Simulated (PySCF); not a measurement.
# How ionic is MSr along the halogens?

PBE0 in PySCF with x2c-TZVPall on every atom, spin-free X2C, for the lowest determinant that a PBE0 search found; no spin–orbit coupling. A negative dipole means M(+)Sr(−).

```csv
M,state (unpaired electrons),Re (Å),μ (D)
F,doublet (σ ↑),2.061,3.23
Cl,doublet (σ ↑),2.561,4.51
Br,doublet (σ ↑),2.726,4.74
I,doublet (σ ↑),2.970,4.96
```

Give the ionic character |μ|/(e·Re) of each, with 1 e·Å = 4.803 D, and the positive end.

SrF 33 % (Sr positive), SrCl 37 % (Sr positive), SrBr 36 % (Sr positive), SrI 35 % (Sr positive). Lone pairs and polarisation enter μ too, so this number is only a rough measure of charge transfer.

Spin–orbit coupling is left out. States were picked by a PBE0 search and need not be the measured ground states.
